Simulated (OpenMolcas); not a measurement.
**What dynamic correlation does to the levels of neutral ruthenium**

```yaml
Program: OpenMolcas 26.06
Basis: ANO-RCC-VDZP [6s5p3d1f]
Scalar_Hamiltonian: DKH2, point nucleus
Active_space: 8 electrons in 6 orbitals (4d 5s)
State_averaging: 2S+1 = 5 even, 15 roots; 2S+1 = 3 even, 75 roots kept (CI in the orbitals of an earlier block); 2S+1 = 1 even, 57 roots kept (CI in the orbitals of an earlier block)
Spin-orbit_coupling: RASSI with atomic mean-field integrals over the reference wave functions, term energies averaged over their components
```

Methods on the same reference wave functions:
A. CASSCF
B. SS-CASPT2, IPEA 0.25 Eh, imaginary shift 0.1 Eh (closed shells correlated: 4s 4p)
C. MS-CASPT2, IPEA 0.25 Eh, imaginary shift 0.1 Eh (closed shells correlated: 4s 4p)

Energies in cm⁻¹ above 4d⁷ 5s ⁵F₅, the measured ground level; measured values from NIST Handbook of Basic Atomic Spectroscopic Data.

| Level | A | B | C | Measured |
| --- | --- | --- | --- | --- |
| 4d⁷ 5s ⁵F₅ | 0.0 | 0.0 | 0.0 | 0.0 |
| 4d⁷ 5s ⁵F₄ | 1228 | 1219 | 1219 | 1191 |
| 4d⁷ 5s ⁵F₃ | 2170 | 2160 | 2160 | 2092 |
| 4d⁷ 5s ⁵F₂ | 2837 | 2820 | 2820 | 2713 |
| 4d⁷ 5s ⁵F₁ | 3262 | 3240 | 3240 | 3105 |
| 4d⁷ 5s ³F₄(1) | 9491 | 7000 | 7000 |  |
| 4d⁶ 5s² ⁵D₄ | 10580 | 3980 | 3980 | 7483 |
| 4d⁷ 5s ³F₃(1) | 11102 | 8590 | 8590 |  |
| 4d⁶ 5s² ⁵D₃ | 11638 | 5060 | 5060 | 8575 |
| 4d⁶ 5s² ⁵D₂ [59 %] | 12031 | 5700 | 5700 | 9058 |
| 4d⁷ 5s ³F₂(1) [63 %] | 12299 | 9490 | 9490 |  |
| 4d⁶ 5s² ⁵D₁ | 12529 | 6090 | 6090 | 9073 |
| 4d⁶ 5s² ⁵D₀ | 12727 | 6280 | 6280 | 9492 |
| 4d⁷ 5s ⁵P₃ | 12908 | 10690 | 10690 | 8771 |
| 4d⁷ 5s ⁵P₂ [50 %] | 13019 | 10150 | 10150 |  |
| 4d⁷ 5s ⁵P₁ | 13796 | 11270 | 11270 | 9620 |
| 4d⁷ 5s ³G₅ | 15295 | 13560 | 13560 |  |
| 4d⁷ 5s ³G₄ | 15977 | 14160 | 14160 |  |
| 4d⁷ 5s ³G₃ | 16777 | 15000 | 15000 |  |
| 4d⁷ 5s ³P₁(1) [75 %] | 18034 | 13820 | 13820 |  |
| 4d⁷ 5s ³P₀(1) | 18640 | 14130 | 14130 |  |
| 4d⁷ 5s ³H₆ | 19548 | 17760 | 17760 |  |
| 4d⁷ 5s ¹G₄ [54 %] | 19624 | 16660 | 16690 |  |
| 4d⁷ 5s ³P₁(2) [74 %] | 20233 | 16120 | 15950 |  |

Deviations, from unrounded energies. A percentage is the sum of absolute deviations over the sum of measured energies, with the sign that they share, or ± where signs differ.

```tsv
Against measurement	Levels	A	B	C
mean absolute deviation (cm-1)	11	2200	1900	1900
fine structure of the ground term (%)	4	+4.4	+3.7	+3.7
other terms of the ground configuration (%)	2	+45.2	+19.4	+19.4
other configurations (%)	5	+36.2	-37.9	-37.9
```

B, C lie about equally close to measurement and A furthest from it. The largest miss of C in the table is 4d⁶ 5s² ⁵D₃, by -3500 cm-1. The ranking rests on the paired levels alone, and a cruder setting can come out closer through cancelling errors.

Between B and C the level of the table that moves most is 4d⁷ 5s ³P₁(2) [74 %], by 170 cm-1 (lowest in C, highest in B). Moves below CASPT2's spread within the term are not significant.

The two smallest mean deviations differ by little beside CASPT2's spread within terms, so their order carries little weight.

From A to B the spin-free energies of the other terms of 4d⁷ 5s shown, above ⁵F, scale by factors of 0.71 to 0.90.

The lowest spin-free term lies below A's lowest term by 0.374 hartree in B, 0.374 hartree in C.

CASPT2 breaks the degeneracy within a term, and the mean is taken; among the terms shown or strongly mixed into the levels shown the widest spread is 1100 cm-1 (4d⁷ 5s ⁵F, C). Terms from blocks run as CI alone lack orbitals of their own. Configurations are named by rounded mean occupations; where the s occupation lies near a half they are strongly mixed, a name can repeat and a true partner stay unpaired. A single d shell beside an s shell can misplace configurations of different d count against each other. Without dynamic correlation excited terms often stand tens of per cent too high (terms of higher spin than the ground term too low), and those without a measured partner can miss by more than the paired ones (holds for A). Some levels mix across a computed gap that differs much from the measured one, so their mixing is not that of the real levels (holds for A). The CASPT2 spread within a term exceeds the gap to the next term for 4d⁷ 5s ³H and 4d⁷ 5s ³F(2), so the order of their levels is uncertain, and so are names and mixing where such terms share a J (holds for B; C). Some terms miss by over 15 % even with CASPT2, which points to a basis or an active space too small for the shells correlated (holds for B; C). Blocks of more than 70 roots (2S+1 = 3 even) ran without multistate coupling (holds for C). Computed and measured levels are paired by configuration, term and J; levels that our copy of the source lacks, or whose pairing is in doubt (as where it misses far off the trend of its configuration), stay unpaired and out of the deviations. Only configurations of the active space appear. Levels that lie high or do not pair safely by name in every column are left out.

A share in square brackets marks a mixed level and gives the weight of the term that names it, the lowest over the columns. A number in round brackets counts repeated terms of one configuration in the order of the reference energies.
